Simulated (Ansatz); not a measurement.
Born–Oppenheimer molecular dynamics of C3H5Al (9 atoms, charge 0, multiplicity 1). It starts from a relaxed structure.

All numbers below come from RKS PBE-D4/def2-SVP in Ansatz 0.2.0.

```yaml
ensemble: NVE (velocity Verlet)
time_step: 0.5 fs
steps_asked: 150
starting_velocities_drawn_for: 400 K
masses: H 10 u
seed: 657074
```

First frame:

```xyz
9
Properties=species:S:1:pos:R:3
C -0.124 1.191 -1.132
C -0.315 0.231 -0.208
C 0.509 -1.028 0.106
Al -0.532 -0.313 1.601
H 0.634 1.089 -1.936
H -0.720 2.120 -1.133
H 1.587 -1.052 -0.159
H 0.011 -1.963 -0.243
H -1.050 -0.276 3.105
```

Task: How far do the bonds stretch over the last three quarters of this one trajectory? (Pairs bonded in most of those frames.)

Result: 
```csv
bond,mean (Å),spread (Å),shortest,longest
C1–C2,1.349,0.026,1.30,1.40
C1–H5,1.109,0.014,1.08,1.13
C1–H6,1.104,0.021,1.07,1.13
C2–C3,1.534,0.027,1.48,1.58
C2–Al4,1.901,0.061,1.79,1.98
C3–Al4,1.972,0.026,1.93,2.01
C3–H7,1.109,0.006,1.10,1.12
C3–H8,1.118,0.015,1.10,1.14
Al4–H9,1.581,0.031,1.52,1.63
```

Mean temperature of the second half: 194 K. The conserved energy stayed within 0.05 meV per atom of its start (net change 0.026 meV per atom), so the integration is sound. The temperature averaged 0.49 of the 400 K drawn at the start: a run that starts near a minimum puts about half its kinetic energy into the potential. A run of 0.075 ps of so small a system gives no equilibrium averages.

Run time: 3.2 min on 1 thread of Arm Neoverse V2, on a shared host, peak memory 0.1 GiB.
